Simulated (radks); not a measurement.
Values are calculated unless marked as measured or tabulated.
Q: The gallium ion Ga2+, [Ar] 3d10 4s1. Level of theory: non-relativistic Kohn-Sham, exchange-only PBE, spin-polarised, spherical densities, point nucleus (a radial shooting solver on a logarithmic mesh with Libxc functionals). Every spin shell is full or empty, so the densities are truly spherical. Functionals are evaluated on that one density, not self-consistently. Rank these exchange functionals by their error against the exact value of the orbitals, and give that value: LDA, PBE, PBEsol, PW91, B86b, APBE, SCAN, r2SCAN, MS2.

A: Exact: -72.9498 hartree. From best to worst, with 100 (|E| - |E exact|)/|E exact| (equal figures are ties): r2SCAN +0.14, MS2 -0.19, PBE -0.20, PW91 +0.24, B86b +0.31, SCAN +0.39, APBE +0.69, PBEsol -2.45, LDA -5.70.
